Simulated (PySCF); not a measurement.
Results of a calculation; reference values are marked as such.
# CH4ClO2Si

The system: CH4ClO2Si, a small molecule (built as: Si site whose three back bonds go to OH, Cl, OCH3); neutral, doublet. The structure, one conformer, was relaxed in the gas phase by PBE0-D3(BJ)/def2-SVP. No frequency run checks that it is a minimum.

SMILES: CO[Si](O)Cl

| atom | x (Å) | y (Å) | z (Å) |
| --- | --- | --- | --- |
| Si1 | -1.542 | -0.695 | 0.339 |
| O2 | -1.994 | -0.565 | 1.921 |
| Cl3 | -1.091 | -2.675 | -0.146 |
| O4 | -0.163 | 0.209 | 0.192 |
| C5 | 0.751 | 0.202 | -0.875 |
| H6 | -1.378 | -0.061 | 2.468 |
| H7 | 1.007 | -0.826 | -1.182 |
| H8 | 0.351 | 0.740 | -1.752 |
| H9 | 1.670 | 0.710 | -0.549 |

EPR values by unrestricted B3LYP, IGLO-III on C Cl O Si, pcH-1 on H.

Task: Predict g and the largest hyperfine couplings. Where does the spin sit?

Result: g = 2.0001, 2.0016, 2.0020. The spin sits on Si1 (80 %, bonded to 1 Cl + 2 O) by Mulliken populations.
```csv
atom,isotope,isotropic (MHz),"dipolar, principal values (MHz)"
Si1,29Si,-1146.1,"-110.7, 54.6, 56.1"
Cl3,35Cl,50.9,"-25.7, -25.3, 50.9"
O2,17O,-78.9,"-20.4, 9.9, 10.5"
O4,17O,-38.2,"-30.8, 15.1, 15.7"
H6,1H,17.4,"-6.4, -2.1, 8.6"
H9,1H,5.3,"-1.7, -1.1, 2.8"
```

Task: How do the isotropic couplings move with BHandHLYP?

Result: Si1 -1146.1 to -1185.9 MHz, Cl3 50.9 to 52.6 MHz, O2 -78.9 to -78.2 MHz, O4 -38.2 to -42.9 MHz.
